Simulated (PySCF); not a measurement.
Species: CH₈NSi₂ (doublet state).
Geometry (GFN2-xTB, Å), atoms numbered from 1 in this order:
```
atom  x, y, z in Å
C1     0.0432    1.4943   -0.3893
N2     0.0043    0.1809   -0.0061
Si3    1.4301   -0.4480    0.7916
Si4   -1.4633   -0.7015   -0.3705
H5     0.9192    2.0796   -0.1993
H6    -0.8028    1.9303   -0.8794
H7     1.1387   -1.8403    1.1045
H8     1.6769    0.3591    1.9922
H9     2.5686   -0.3087   -0.1240
H10   -2.5847   -0.0165    0.2830
H11   -1.6666   -0.6791   -1.8241
H12   -1.2625   -2.0507    0.1396
```

Identity: `[CH2]N([SiH3])[SiH3]` [radical].

Theory: UKS B3LYP, pcH-1 on C H N Si, non-relativistic, mean-field spin-orbit, GIAO in PySCF. Isolated species at its GFN2-xTB geometry, gas phase. Couplings are sensitive to structure, and on GFN2-xTB geometries they can be far from those on DFT ones. The SCF solution wasn't tested for stability.

Q: Match the computed a_iso(1H) values -57.3, +5.8 MHz (means over equivalent nuclei) with the sites H5/H6; H7 (×6).

A: 
```
   site  a_iso (MHz)  ρ(0) (bohr⁻³)            position  distance from C1 (Å)  bound to  spin population there  largest |T| (MHz)
  H5/H6        -57.3        -0.0128   α, 1 bond from C1                  1.07        C1                  +0.90               34.4
H7 (×6)         +5.8        +0.0013  γ, 3 bonds from C1                  3.34   Si3/Si4                  +0.02                4.2
```

ρ(0) is the spin density at the nucleus and T the dipolar tensor; a_iso includes a spin–orbit part; entries for several nuclei are means. The largest Mulliken spin populations are on C1 (+0.90) and N2 (+0.11). No atom but C1 exceeds +0.15. The angles at C1 add up to 360.0°, so it is planar; its axial dipolar tensor and the negative couplings of its protons fit spin in a p orbital normal to that plane.

β density exceeds α density at some nuclei, such as H5/H6 (-0.0128) and Si3/Si4 (-0.0054), spin density in bohr⁻³. In a single determinant that takes different orbitals for the two spins, that is spin polarisation.

Class means assume fast exchange of nuclei equivalent by connectivity; if that motion is slow, each nucleus keeps its own coupling. The six 1H nuclei of mean +5.8 MHz run from -3.6 to 10.6 MHz in the frozen geometry.

Time: 34 s wall (with the writing of density and orbital grids); peak memory 0.68 GiB. Hardware: Arm Neoverse V2, one thread, on a shared host.
